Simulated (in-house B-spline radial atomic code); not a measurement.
How numerical settings move a run on N IV (N3+), [He] 2s2. Computed with an all-electron radial atomic-structure program (B-spline basis): non-relativistic LDA PW92, spin-polarised, spherical fractional occupations, point nucleus.

Command:
```bash
python run_scf.py task.json out
```
Settings of the sound reference run:
```
Z                7
electrons        4
configuration    [He] 2s2
hamiltonian      nr
method           lda,pw
spin_polarised   True
knot_spacing     0.22
spline_order     8
gauss_points     12
box_radius       16.22
max_iterations   70
damping          0.5
damped_steps     3
diis_vectors     10
tolerance        1e-08
start            Thomas-Fermi
```

Cost of the run: 0.16 s on 1 thread of Intel(R) Xeon(R) Platinum 8488C, with other jobs on the host.

It converges in 7 iterations to -50.719913 hartree, with 2s up at -67.7509 eV. The other runs change the listed settings, some to values that make no sense; their results aren't properties of the atom or ion. Radii are in bohr (the nuclear one in fm), a minus after a letter asks for a j subshell, and «unchanged» means within 1e-8 hartree. The run stops when the residual is below 10 × tolerance × max(1, Z/10), or a noise floor if that is larger, and the energy moves by less than 1e-8 × √|E| hartree; so very loose and very tight tolerances often act alike.

| changed settings | outcome |
| --- | --- |
| max_iterations = 5, damped_steps = 0 | converged in 5 iterations, energy unchanged, 2s up level -9.9e-07 eV |
| first_knot = 0.143 | converged in 7 iterations, energy unchanged |
| first_knot = 0.429 | converged in 7 iterations, energy +1.72e-04 hartree from the reference, 2s up level +1.8e-04 eV |
| box_radius = 0.65 | converged in 6 iterations, energy +4.50e+01 hartree from the reference, 2s up level +6.4e+02 eV (the program warns: 2s up has a positive eigenvalue: unbound, held by the box; 2s down has a positive eigenvalue: unbound, held by the box) |
| box_radius = 3.24 | converged in 7 iterations, energy +7.79e-03 hartree from the reference, 2s up level +2.5e-01 eV (the program warns: 2s up reaches the box edge; 2s down reaches the box edge) |
| electrons = 5, configuration = [He] 2s2 3s-1, max_iterations = 60 | stopped with error: j subshells need the Dirac Hamiltonian and l > 0 |
| spline_order = 4 | converged in 7 iterations, energy +1.25e-05 hartree from the reference, 2s up level +3.2e-05 eV |
| box_radius = 0.97 | converged in 6 iterations, energy +1.22e+01 hartree from the reference, 2s up level +1.9e+02 eV (the program warns: 2s up has a positive eigenvalue: unbound, held by the box; 2s down has a positive eigenvalue: unbound, held by the box) |
| box_radius = 2.43 | converged in 7 iterations, energy +1.16e-01 hartree from the reference, 2s up level +2.7e+00 eV (the program warns: 2s up reaches the box edge; 2s down reaches the box edge) |
| box_radius = 1.62 | converged in 7 iterations, energy +1.42e+00 hartree from the reference, 2s up level +2.5e+01 eV (the program warns: 2s up reaches the box edge; 1s up reaches the box edge) |
| spline_order = 5, gauss_points = 16, max_iterations = 100 | converged in 7 iterations, energy +3.28e-07 hartree from the reference, 2s up level +6.0e-07 eV |
| electrons = 12, configuration = [He] 2s2 4s2 4p6, max_iterations = 50 | converged in 10 iterations to -50.7570 hartree, a different physical problem (warning: 4s up has a positive eigenvalue: unbound, held by the box) |

Task: What happens with max_iterations = 3, start = bare nucleus?

Result: Not converged after 3 iterations, last residual 1.3e-02, last energy +2.33e-03 hartree from the reference.

Task: What happens with box_radius = 4.87?

Result: Converged in 7 iterations, energy +1.88e-05 hartree from the reference, 2s up level +1.0e-03 eV (the program warns: 2s up reaches the box edge; 2s down reaches the box edge).

Task: What happens with spline_order = 3?

Result: Converged in 7 iterations, energy +9.31e-04 hartree from the reference, 2s up level +2.5e-03 eV.

Task: What happens with hamiltonian = dirac, method = scan,scan, spin_polarised = False, nucleus = fermi, rms_radius = 2.5582, mass_number = 14, atomic_mass = 14.00307, speed_of_light = 137.036?

Result: Stopped with error: meta-GGAs are not served with the Dirac Hamiltonian.
